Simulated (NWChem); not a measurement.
**Basis-set convergence for BrClSi**

```xyz
3

Si    -1.0998    -0.5154     0.0000
Cl     0.2180    -2.1640     0.0000
Br     0.3341     1.2572     0.0000
```
Charge 0, spin multiplicity 1.

Program: NWChem. Structure: optimised with PBE/def2-SVP, a minimum by its harmonic frequencies.

Quantity: vertical ionisation energy at the level ΔCCSD(T) (Δ: difference of total energies, the cation a doublet at the parent's geometry with its hole in an orbital of symmetry a' (Cs labels); it is the state that the SCF runs reached, from PBE0 orbitals for Hartree-Fock references, and need not be the lowest).

The Hamiltonian is non-relativistic. The correlated methods keep 19 core orbitals frozen. The Pople sets run with spherical d functions. The structure started from a generated list of species. No SCF solution was tested for a lower state. Open-shell Hartree-Fock references start from PBE0 orbitals; any time given for them includes that run.

Relative cost: rough, from shared machines, SCF included, 3-21G = 1.

```json
[
 {"basis": "3-21G", "functions": "48", "vertical ionisation energy (eV)": "…", "relative cost": "1"},
 {"basis": "6-31G*", "functions": "68", "vertical ionisation energy (eV)": "…", "relative cost": "4"},
 {"basis": "def2-SVP", "functions": "68", "vertical ionisation energy (eV)": "9.59", "relative cost": "4"},
 {"basis": "aug-pcseg-1", "functions": "90", "vertical ionisation energy (eV)": "…", "relative cost": "8"},
 {"basis": "def2-SVPD", "functions": "92", "vertical ionisation energy (eV)": "9.80", "relative cost": "10"}
]
```

**Question.** Complete the blanks.

**Answer.** 
- 3-21G, vertical ionisation energy (eV): 9.41
- 6-31G*, vertical ionisation energy (eV): 9.67
- aug-pcseg-1, vertical ionisation energy (eV): 9.78
